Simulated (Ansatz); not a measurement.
Geometry optimisation, RHF/6-31G* (Ansatz 0.2.0).

Input:

```yaml
crystal:
  periodic: [false, false, false]
  atoms:
    - { symbol: "N", position_ang: [-0.35177, 1.47853, -0.72175] }
    - { symbol: B, position_ang: [0.36789, 0.34837, -0.31872] }
    - { symbol: O, position_ang: [1.66489, 0.32102, -0.7589] }
    - { symbol: Si, position_ang: [-0.47129, -1.06317, 0.77501] }
    - { symbol: H, position_ang: [0.06447, 2.19853, -1.28873] }
    - { symbol: H, position_ang: [-1.31076, 1.65895, -0.4883] }
    - { symbol: H, position_ang: [2.18511, -0.43562, -0.49739] }
    - { symbol: H, position_ang: [-1.103, -2.13222, -0.01826] }
    - { symbol: H, position_ang: [-1.53227, -0.59207, 1.67906] }
    - { symbol: H, position_ang: [0.48674, -1.78232, 1.63799] }
basis:
  gaussian: { orbitals: "6-31G*" }
hamiltonian:
  xc: hf
relax:
  f_tol: 0.02
  max_steps: 50
output:
  orbitals: {}
```

Run as:

```bash
$ ansatz run input.yaml --threads 1 --pin off --max-ram 2048MiB --backend cpu --events-out ev --progress --plain --runs-dir out
```

Q: Where does it end, and by what steps?

A: It converged. The force dipped under the threshold on the way, but the program's further checks kept it going. After 17 steps the energy has fallen by 0.097 eV; H10 moved furthest, 0.49 Å.

```csv
step,energy less start (eV),largest force component (eV/Å),accepted
0,0.0000,1.235,yes
1,-0.0815,0.298,yes
2,-0.0918,0.091,yes
3,-0.0920,0.076,yes
4,-0.0925,0.075,yes
5,-0.0935,0.041,yes
6,-0.0939,0.090,yes
7,-0.0944,0.107,yes
8,-0.0949,0.081,yes
9,-0.0956,0.056,yes
10,-0.0959,0.085,yes
11,-0.0964,0.048,yes
12,-0.0968,0.029,yes
13,-0.0971,0.027,yes
14,-0.0972,0.027,yes
15,-0.0974,0.023,yes
16,-0.0974,0.017,yes
17,-0.0974,0.006,yes
```

```xyz
10
Properties=species:S:1:pos:R:3
N -0.302 1.559 -0.602
B 0.373 0.353 -0.373
O 1.601 0.212 -0.962
Si -0.486 -1.102 0.801
H 0.094 2.279 -1.168
H -1.196 1.779 -0.230
H 2.036 -0.609 -0.792
H -0.683 -2.362 0.044
H -1.807 -0.674 1.318
H 0.370 -1.435 1.966
```

Time of the run: 25 s on 1 thread of Arm Neoverse V2, with other jobs on the host, peak memory 0.14 GiB.
